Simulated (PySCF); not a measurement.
Molecule: SMILES O[B@@H-](Cl)CCl, [CH4BCl2O]-.

Geometry:
```json
{"atom": "O1", "x (Å)": "-0.806", "y (Å)": "1.717", "z (Å)": "-0.931"}
{"atom": "B2", "x (Å)": "-0.213", "y (Å)": "0.605", "z (Å)": "-0.264"}
{"atom": "Cl3", "x (Å)": "-1.014", "y (Å)": "-1.121", "z (Å)": "-0.931"}
{"atom": "C4", "x (Å)": "1.347", "y (Å)": "0.313", "z (Å)": "-0.618"}
{"atom": "Cl5", "x (Å)": "2.469", "y (Å)": "1.676", "z (Å)": "-0.124"}
{"atom": "H6", "x (Å)": "-0.541", "y (Å)": "1.696", "z (Å)": "-1.855"}
{"atom": "H7", "x (Å)": "-0.434", "y (Å)": "0.654", "z (Å)": "0.946"}
{"atom": "H8", "x (Å)": "1.731", "y (Å)": "-0.583", "z (Å)": "-0.110"}
{"atom": "H9", "x (Å)": "1.519", "y (Å)": "0.181", "z (Å)": "-1.700"}
```

Total charge -1.

Geometry PBE0-D3(BJ)/def2-SVP throughout; GIAO in PySCF, gas phase, one conformer, non-relativistic; equivalent atoms averaged; basis pcSseg-2.

**Question.** How do the absolute shieldings σ depend on the functional? (ppm; last column core-seconds on shared hosts with different chips, so compare them loosely)

**Answer.** 
```tsv
functional	kind	O1	B2	Cl3	Cl5	C4	H7	H8	H9	H6	core-s
HF	Hartree–Fock	276.1	109.2	974.0	990.4	137.2	28.46	28.88	29.38	32.25	15
LDA	LDA	245.3	88.2	856.9	883.0	124.7	26.84	27.68	28.50	31.74	29
PBE	GGA	245.8	90.0	875.7	888.8	124.4	27.40	28.16	28.92	32.34	34
BLYP	GGA	242.2	86.9	870.6	877.8	118.1	27.68	28.31	29.09	32.57	34
BP86	GGA	246.0	90.4	877.9	889.0	124.2	27.47	28.21	28.95	32.37	35
OPBE	GGA	255.3	95.9	901.3	906.8	131.9	27.48	28.26	28.93	32.27	36
KT2	GGA	244.1	94.9	886.0	907.8	129.3	27.42	28.18	28.94	32.43	36
KT3	GGA	248.3	95.0	898.1	906.6	127.9	27.75	28.39	29.10	32.58	36
B97-D	GGA	250.0	92.3	891.9	893.8	123.6	27.75	28.36	29.07	32.47	35
B3LYP	global hybrid	251.3	92.0	898.2	905.4	122.3	27.82	28.40	29.09	32.43	41
PBE0	global hybrid	256.7	95.9	909.8	921.8	129.2	27.63	28.32	28.97	32.23	26
mPW1PW91	global hybrid	256.9	95.8	911.9	921.0	128.4	27.71	28.38	29.01	32.27	26
WP04	global hybrid	252.3	88.0	916.9	887.9	113.0	28.57	28.73	29.27	32.32	22
B97-2	global hybrid	257.6	96.6	915.3	920.3	128.6	27.81	28.43	29.07	32.35	21
BHandHLYP	global hybrid	261.9	98.7	930.5	940.8	127.8	28.04	28.55	29.14	32.29	21
CAM-B3LYP	range-separated hybrid	258.1	94.4	911.0	920.2	126.2	27.79	28.41	29.05	32.25	30
wB97X-D	range-separated hybrid	259.6	97.3	918.7	925.8	129.1	27.83	28.48	29.08	32.26	30
LC-wPBE	range-separated hybrid	269.2	98.4	932.0	938.0	135.0	27.81	28.54	29.09	32.11	40
```

**Question.** Which nucleus moves most, in ppm?

**Answer.** Cl3 (chlorine bonded to B): from 856.9 ppm with LDA to 974.0 ppm with HF. The smallest spread is 0.84 ppm, at H6. Proton shifts span only some 12 ppm, so a few tenths of a ppm matter as much there as several ppm in carbon.
